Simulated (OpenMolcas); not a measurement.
# Au2+: moving or changing the point charges

Au2+ among 4 point charges of -2.5 e arranged as a tetrahedron (Td), 2.01 Å from the ion.
```
   1.1605    1.1605    1.1605  -2.50
   1.1605   -1.1605   -1.1605  -2.50
  -1.1605    1.1605   -1.1605  -2.50
  -1.1605   -1.1605    1.1605  -2.50
```

```
Program             : OpenMolcas 26.06
Method              : CASSCF
Basis               : ANO-RCC-VDZP [7s6p4d2f]
Scalar Hamiltonian  : DKH2, point nucleus
Active space        : 9 electrons in 5 orbitals (5d)
State averaging     : 2S+1 = 2 even, 5 roots
Spin-orbit coupling : state interaction with AMFI integrals over the reference wave functions
```

Runs around this geometry, states (labels of Td). Energies in cm-1 above the lowest state or level, χT in cm3 K/mol; under a threefold ground state the first gap can be a small split of the lowest multiplet, not the spin-orbit step; 10Dq is the gap between the two states; 10Dq is negative for this site.

```
R (Å)  q (e)  Ground state  First state of that spin   10Dq  First gap with spin-orbit (degeneracies)  χT at 300 K
 2.01     -2           2T2                   2E 3180  -3180                               1603 (2, 4)        0.678
 1.92   -2.5           2T2                   2E 3646  -3646                               1545 (2, 4)        0.664
 2.01   -2.5           2T2                   2E 3324  -3324                               1539 (2, 4)        0.679
 2.22   -2.5           2T2                   2E 2538  -2538                               1333 (2, 4)        0.746
```

Taking |10Dq| as R^-n, n = -ln(2538 / 3646) / ln(2.22 / 1.92) = 2.5 between the shortest and longest distance. The point-charge formula for a cubic d site gives n = 5.

Scaling the charges by -2 / -2.5 = 0.80 scales |10Dq| by 3180 / 3324 = 0.96; with fixed orbitals a first-order splitting would follow the charge.

An orbital triplet at a regular site is open to Jahn-Teller coupling, which can distort the site and quench the lowest spin-orbit gaps and is left out. The ground term spreads over less than 5000 cm-1, several times less than with real ligands, so orbital moments are less quenched and χT lies further from the spin-only value than at real sites. This is an electrostatic model: the charges have no orbitals. No measured value stands beside these numbers.
